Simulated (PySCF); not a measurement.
SMILES N[SiH2]O[SiH2]OB(O)O, GFN2-xTB optimised geometry.

```
16

Si    -0.78    -1.53    -2.16
N     -2.27    -1.47    -1.31
O      0.33    -0.70    -1.29
Si     0.76     0.15     0.00
O      0.42    -0.59     1.41
B     -0.46    -1.27     2.13
O     -0.13    -1.76     3.37
O     -1.73    -1.52     1.68
H     -0.16    -2.85    -2.34
H     -0.94    -0.80    -3.41
H     -2.22    -1.44    -0.30
H     -3.06    -2.00    -1.62
H      0.09     1.44     0.00
H      2.22     0.15     0.00
H      0.76    -1.57     3.64
H     -2.25    -2.01     2.31
```

Density from B3LYP/def2-TZVP (PySCF 2.14.0) at that geometry.

Minimum of the electron density along straight lines between bonded atoms, close to the bond critical point (lines longer than 1.1 times the sum of covalent radii, or with two minima, are not listed):

```json
[
 {"bond": "Si1–N2", "length / Å": "1.713", "ρ at the minimum / e bohr⁻³": "0.137", "∇²ρ there / e bohr⁻⁵": "0.57", "position (fraction from the first atom)": "0.40"},
 {"bond": "Si1–O3", "length / Å": "1.632", "ρ at the minimum / e bohr⁻³": "0.136", "∇²ρ there / e bohr⁻⁵": "0.89", "position (fraction from the first atom)": "0.41"},
 {"bond": "O3–Si4", "length / Å": "1.604", "ρ at the minimum / e bohr⁻³": "0.146", "∇²ρ there / e bohr⁻⁵": "0.98", "position (fraction from the first atom)": "0.58"},
 {"bond": "Si4–O5", "length / Å": "1.623", "ρ at the minimum / e bohr⁻³": "0.139", "∇²ρ there / e bohr⁻⁵": "0.91", "position (fraction from the first atom)": "0.42"},
 {"bond": "O5–B6", "length / Å": "1.335", "ρ at the minimum / e bohr⁻³": "0.218", "∇²ρ there / e bohr⁻⁵": "1.05", "position (fraction from the first atom)": "0.67"},
 {"bond": "B6–O7", "length / Å": "1.365", "ρ at the minimum / e bohr⁻³": "0.211", "∇²ρ there / e bohr⁻⁵": "0.84", "position (fraction from the first atom)": "0.33"},
 {"bond": "B6–O8", "length / Å": "1.365", "ρ at the minimum / e bohr⁻³": "0.211", "∇²ρ there / e bohr⁻⁵": "0.84", "position (fraction from the first atom)": "0.33"},
 {"bond": "Si1–H9", "length / Å": "1.469", "ρ at the minimum / e bohr⁻³": "0.127", "∇²ρ there / e bohr⁻⁵": "0.15", "position (fraction from the first atom)": "0.49"},
 {"bond": "Si1–H10", "length / Å": "1.462", "ρ at the minimum / e bohr⁻³": "0.129", "∇²ρ there / e bohr⁻⁵": "0.16", "position (fraction from the first atom)": "0.49"},
 {"bond": "N2–H11", "length / Å": "1.012", "ρ at the minimum / e bohr⁻³": "0.334", "∇²ρ there / e bohr⁻⁵": "-1.70", "position (fraction from the first atom)": "0.74"},
 {"bond": "N2–H12", "length / Å": "1.006", "ρ at the minimum / e bohr⁻³": "0.338", "∇²ρ there / e bohr⁻⁵": "-1.62", "position (fraction from the first atom)": "0.73"},
 {"bond": "Si4–H13", "length / Å": "1.459", "ρ at the minimum / e bohr⁻³": "0.131", "∇²ρ there / e bohr⁻⁵": "0.16", "position (fraction from the first atom)": "0.49"},
 {"bond": "Si4–H14", "length / Å": "1.458", "ρ at the minimum / e bohr⁻³": "0.131", "∇²ρ there / e bohr⁻⁵": "0.17", "position (fraction from the first atom)": "0.49"},
 {"bond": "O7–H15", "length / Å": "0.956", "ρ at the minimum / e bohr⁻³": "0.364", "∇²ρ there / e bohr⁻⁵": "-2.51", "position (fraction from the first atom)": "0.81"},
 {"bond": "O8–H16", "length / Å": "0.958", "ρ at the minimum / e bohr⁻³": "0.362", "∇²ρ there / e bohr⁻⁵": "-2.50", "position (fraction from the first atom)": "0.81"}
]
```
